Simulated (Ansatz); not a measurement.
4CzIPN, `N#Cc1c(-n2c3ccccc3c3ccccc32)c(C#N)c(-n2c3ccccc3c3ccccc32)c(-n2c3ccccc3c3ccccc32)c1-n1c2ccccc2c2ccccc21`. Charge 0, multiplicity 1. Geometry PBE-D4/def2-SVP; atoms count from 1.

```xyz
94

N    -0.330    1.868    4.215
C    -0.449    1.509    3.104
C    -0.573    1.100    1.739
C    -1.355    1.877    0.850
N    -2.126    2.944    1.333
C    -3.179    2.841    2.258
C    -3.722    1.698    2.860
C    -4.802    1.878    3.734
C    -5.331    3.162    3.992
C    -4.794    4.296    3.371
C    -3.708    4.143    2.491
C    -2.939    5.066    1.677
C    -2.970    6.460    1.498
C    -2.044    7.055    0.632
C    -1.082    6.274   -0.044
C    -1.029    4.883    0.119
C    -1.972    4.295    0.972
C    -1.351    1.567   -0.532
C    -2.259    2.243   -1.405
N    -3.027    2.783   -2.110
C    -0.545    0.507   -1.034
N    -0.547    0.245   -2.411
C    -0.754   -1.010   -3.015
C    -1.274   -2.184   -2.456
C    -1.377   -3.307   -3.288
C    -0.999   -3.249   -4.647
C    -0.526   -2.057   -5.209
C    -0.402   -0.921   -4.391
C     0.022    0.444   -4.634
C     0.510    1.115   -5.768
C     0.885    2.460   -5.655
C     0.782    3.133   -4.419
C     0.297    2.486   -3.274
C    -0.089    1.144   -3.399
C     0.214   -0.296   -0.134
N     0.984   -1.364   -0.618
C     2.007   -1.271   -1.579
C     2.531   -0.135   -2.211
C     3.574   -0.325   -3.127
C     4.096   -1.609   -3.389
C     3.594   -2.734   -2.722
C     2.543   -2.570   -1.803
C     1.823   -3.482   -0.936
C     1.891   -4.869   -0.720
C     1.005   -5.460    0.189
C     0.038   -4.682    0.860
C    -0.054   -3.298    0.655
C     0.864   -2.709   -0.223
C     0.183   -0.005    1.261
N     0.925   -0.768    2.175
C     2.285   -1.111    2.055
C     3.262   -0.569    1.211
C     4.557   -1.098    1.295
C     4.873   -2.118    2.218
C     3.901   -2.619    3.093
C     2.593   -2.112    3.018
C     1.374   -2.377    3.759
C     1.049   -3.274    4.791
C    -0.267   -3.314    5.268
C    -1.257   -2.473    4.718
C    -0.957   -1.569    3.689
C     0.366   -1.526    3.226
H    -3.325    0.695    2.651
H    -5.246    1.000    4.226
H    -6.179    3.268    4.685
H    -5.218    5.293    3.562
H    -3.709    7.073    2.036
H    -2.059    8.145    0.481
H    -0.358    6.763   -0.712
H    -0.268    4.282   -0.398
H    -1.593   -2.234   -1.408
H    -1.763   -4.247   -2.868
H    -1.092   -4.149   -5.273
H    -0.258   -2.006   -6.275
H     0.604    0.585   -6.727
H     1.266    2.998   -6.535
H     1.081    4.189   -4.349
H     0.223    3.023   -2.319
H     2.150    0.873   -2.004
H     3.987    0.550   -3.650
H     4.913   -1.725   -4.117
H     4.018   -3.732   -2.907
H     2.629   -5.479   -1.263
H     1.054   -6.543    0.374
H    -0.660   -5.163    1.562
H    -0.825   -2.711    1.170
H     3.033    0.240    0.506
H     5.337   -0.704    0.627
H     5.900   -2.512    2.259
H     4.156   -3.394    3.831
H     1.819   -3.940    5.209
H    -0.534   -4.009    6.078
H    -2.285   -2.518    5.106
H    -1.739   -0.922    3.271
```

Single mean-field runs in def2-SVP are fitted with def2-universal-jkfit.

Q: Estimate the Mulliken populations of the heavy atoms from the PBE0/def2-SVP orbitals of Ansatz.

A: 
```
atom  charge (e)
  N1        0.08
  C2       -0.13
  C3       -0.22
  C4        0.25
  N5       -0.34
  C6        0.17
  C7       -0.05
  C8       -0.02
  C9       -0.02
 C10       -0.04
 C11        0.01
 C12        0.01
 C13       -0.04
 C14       -0.02
 C15       -0.02
 C16       -0.05
 C17        0.17
 C18       -0.22
 C19       -0.13
 N20        0.08
 C21        0.20
 N22       -0.32
 C23        0.15
 C24       -0.02
 C25       -0.02
 C26       -0.02
 C27       -0.04
 C28        0.02
 C29        0.04
 C30       -0.04
 C31       -0.02
 C32       -0.02
 C33       -0.05
 C34        0.15
 C35        0.03
 N36       -0.32
 C37        0.15
 C38       -0.03
 C39       -0.02
 C40       -0.02
 C41       -0.05
 C42        0.03
 C43        0.03
 C44       -0.05
 C45       -0.02
 C46       -0.02
 C47       -0.03
 C48        0.15
 C49        0.20
 N50       -0.32
 C51        0.15
 C52       -0.02
 C53       -0.02
 C54       -0.02
 C55       -0.04
 C56        0.02
 C57        0.04
 C58       -0.04
 C59       -0.02
 C60       -0.02
 C61       -0.05
 C62        0.15
```
Mulliken values depend strongly on the basis.

Q: And the Mayer bond orders between heavy atoms (over 0.3, the first 40 of 74)?

A: N1–C2 2.96 (1.17 Å); C2–C3 1.15 (1.43 Å); C3–C4 1.34 (1.42 Å); C3–C49 1.33 (1.42 Å); C4–N5 1.05 (1.40 Å); C4–C18 1.34 (1.42 Å); N5–C6 1.02 (1.41 Å); N5–C17 1.02 (1.41 Å); C6–C7 1.36 (1.40 Å); C6–C11 1.30 (1.42 Å); C7–C8 1.40 (1.40 Å); C8–C9 1.36 (1.41 Å); C9–C10 1.41 (1.40 Å); C10–C11 1.36 (1.41 Å); C11–C12 1.13 (1.45 Å); C12–C13 1.36 (1.41 Å); C12–C17 1.30 (1.42 Å); C13–C14 1.41 (1.40 Å); C14–C15 1.36 (1.41 Å); C15–C16 1.40 (1.40 Å); C16–C17 1.36 (1.40 Å); C18–C19 1.15 (1.43 Å); C18–C21 1.33 (1.42 Å); C19–N20 2.96 (1.17 Å); C21–N22 1.07 (1.40 Å); C21–C35 1.34 (1.43 Å); N22–C23 1.01 (1.41 Å); N22–C34 1.01 (1.41 Å); C23–C24 1.37 (1.40 Å); C23–C28 1.30 (1.42 Å); C24–C25 1.40 (1.40 Å); C25–C26 1.36 (1.41 Å); C26–C27 1.41 (1.40 Å); C27–C28 1.36 (1.41 Å); C28–C29 1.12 (1.45 Å); C29–C30 1.36 (1.41 Å); C29–C34 1.31 (1.42 Å); C30–C31 1.40 (1.40 Å); C31–C32 1.36 (1.41 Å); C32–C33 1.40 (1.40 Å).
